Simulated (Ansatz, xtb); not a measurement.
## Ranking isomers of C4H10SSe

4 gas-phase structures of C4H10SSe, from a drawn sample of its isomers (lower ones may exist). Each was relaxed with GFN2-xTB; where two conformers were screened, the lower at r2SCAN-D4/def2-SVP is listed:

A. `CC[C@H](S)C[SeH]`, a singlet
B. `C[C@H](S)CC[SeH]`, a singlet
C. `C[C@H]([SeH])CCS`, a singlet
D. `CC[Se]CSC`, a singlet

**Question.** Estimate their order in r2SCAN-D4/def2-SVP energy at these geometries, lowest first.

**Answer.** Calculated order at r2SCAN-D4/def2-SVP: B (0.0), C (0.6), A (1.4), D (7.7) kcal/mol. Less than 1 kcal/mol parts B and C; C and A, so the order within those pairs means little.

Energies above the lowest of each column, in kcal/mol; the last columns are at PBE-D3(BJ)/def2-SVP geometries:

```json
{"structure": "B", "GFN2-xTB": "0.0", "HF/STO-3G": "7.0", "r2SCAN-D4/def2-SVP": "0.0", "PBE-D3(BJ)/def2-SVP": "0.0", "CCSD(T)/def2-SVP + ΔMP2/def2-TZVPP": "0.0"}
{"structure": "C", "GFN2-xTB": "1.2", "HF/STO-3G": "7.5", "r2SCAN-D4/def2-SVP": "0.6", "PBE-D3(BJ)/def2-SVP": "0.5", "CCSD(T)/def2-SVP + ΔMP2/def2-TZVPP": "0.2"}
{"structure": "A", "GFN2-xTB": "1.7", "HF/STO-3G": "9.1", "r2SCAN-D4/def2-SVP": "1.4", "PBE-D3(BJ)/def2-SVP": "2.0", "CCSD(T)/def2-SVP + ΔMP2/def2-TZVPP": "1.3"}
{"structure": "D", "GFN2-xTB": "11.3", "HF/STO-3G": "0.0", "r2SCAN-D4/def2-SVP": "7.7", "PBE-D3(BJ)/def2-SVP": "6.6", "CCSD(T)/def2-SVP + ΔMP2/def2-TZVPP": "4.8"}
```

CCSD(T)/def2-SVP + ΔMP2/def2-TZVPP puts B lowest, with C within 1 kcal/mol; HF/STO-3G picks D. Flexible structures stand in one conformer each, not always the lowest. The ΔMP2 step shifts differences by up to 6.4 kcal/mol, which makes them less sure. ΔMP2 is the change of the MP2 energy from the smaller to the larger basis.

Over these structures GFN2-xTB departs from r2SCAN-D4/def2-SVP by 1.2 kcal/mol on average once a common shift is removed. A GFN2-xTB relaxation took about 0.068 s and the r2SCAN-D4/def2-SVP energy about 2 s on a shared host (Ansatz 0.2.0, xtb 6.7.1).
